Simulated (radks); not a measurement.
Results of a calculation; reference values are marked as such.
These are the eigenvalues of the occupied orbitals of an atom or ion with whole-number occupations (eV). Level of theory: Dirac Kohn-Sham, PBE, spin-unpolarised, spherical densities, finite nucleus; Fermi nuclear charge, rms radius of each element as measured or else 0.836 A^(1/3) + 0.57 fm (a radial shooting solver on a logarithmic mesh with Libxc functionals).

orbital  eigenvalue
1s1/2     -18989.59
2s1/2     -2815.646
2p1/2     -2599.927
2p3/2     -2504.026
3s1/2     -619.5101
3p1/2     -538.1272
3p3/2     -522.4019
3d3/2     -378.8222
3d5/2     -375.8607
4s1/2     -216.3025
4p1/2     -190.2836

Which element is it, and in what charge state? The configuration may be excited. Open shells, if any, fill j = l - 1/2 first.

Answer. Z = 41, niobium, charge +10: Nb10+ in [Ar] 3d10 4s2 4p1. The list shows which subshells hold electrons but not how many an open one holds; the 1s level, -697.85 hartree, gives Z - s = 37.4 by -(Z - s)^2/2, which with screening and relativity narrows Z to a few neighbours, and the depths of the outer levels then fix element, charge and occupations together.
